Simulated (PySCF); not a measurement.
# Gallium: a sound run and one with changed settings

Sound run: Ga [Ar] 3d10 4s2 4p1, Ga⁺ [Ar] 3d10 4s2. Calculation: PySCF 2.14, in cc-pVDZ-PP with ECP10MDF; scalar relativity through the core potential. The sound run starts from symmetry-adapted Hartree-Fock orbitals and uses a fine grid where one is needed.

A second run was set up differently.

```tsv
species	method	sound run (hartree)	changed run (hartree)	converged
Ga	UHF	-258.29077	-258.29077	yes
Ga	MN15	-259.78106	-259.78146	yes
Ga	LDA	-259.01568	-259.01541	yes
Ga⁺	UHF	-258.08810	-258.08810	yes
Ga⁺	MN15	-259.56730	-259.56730	yes
Ga⁺	LDA	-258.79607	-258.79607	yes
```

Ionisation energy of Ga:

| method | sound run (eV) | changed run (eV) |
| --- | --- | --- |
| UHF | 5.515 | 5.515 |
| MN15 | 5.817 | 5.828 |
| LDA | 5.976 | 5.969 |

Problem. What was changed?
A. minimal basis
B. all electrons correlated in a valence basis
C. too few SCF iterations
D. angular grid far too coarse

Solution. D. It used 14 angular points. A coarse angular grid integrates products of high-l functions wrongly, so density functionals can shift, and the SCF can exploit the error; Hartree-Fock and MP2 need no grid.
